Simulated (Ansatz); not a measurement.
CH$_{8}$GaNSi (`N[SiH2][CH2][GaH2]`) from Hartree–Fock to CCSD(T)

Z-matrix (Å, degrees):
```
Si
C 1 1.859
N 1 1.723 2 110.8
H 1 1.497 2 107.3 3 126.0
H 1 1.490 2 111.7 3 -117.5
Ga 2 1.966 1 113.5 3 170.1
H 2 1.095 1 108.3 3 -69.4
H 2 1.094 1 108.2 3 48.7
H 3 1.008 1 119.7 2 56.3
H 3 1.008 1 119.1 2 -162.4
H 6 1.571 2 120.3 1 88.7
H 6 1.571 2 119.6 1 -91.4
```

The species carries charge 0 and has multiplicity 1. Correlated methods include outer-core shells of Ga, which these sets cover unevenly. Scalar relativity is left out up to krypton. All single points use the PBE0-D4/def2-TZVP geometry. It is one conformer, not always the lowest. Frozen core, restricted reference, Ansatz 0.2.0.

| basis | HF (Eh) | MP2 corr. | CCSD corr. | (T) | CCSD(T) total |
| --- | --- | --- | --- | --- | --- |
| def2-SVP | -2308.76015 | ? | -0.67621 | -0.01958 | ? |
| def2-TZVPP | -2309.22829 | ? | -0.79472 | ? | ? |
| def2-QZVPP | -2309.28299 | ? | – | – | – |

(1) Fill in the withheld values. (Best estimate.)

Results:

(1) Ansatz gave: def2-SVP MP2 corr.: -0.63454; def2-SVP CCSD(T) total: -2309.45594; def2-TZVPP MP2 corr.: -0.75462; def2-TZVPP (T): -0.03026; def2-TZVPP CCSD(T) total: -2310.05327; def2-QZVPP MP2 corr.: -1.03822.
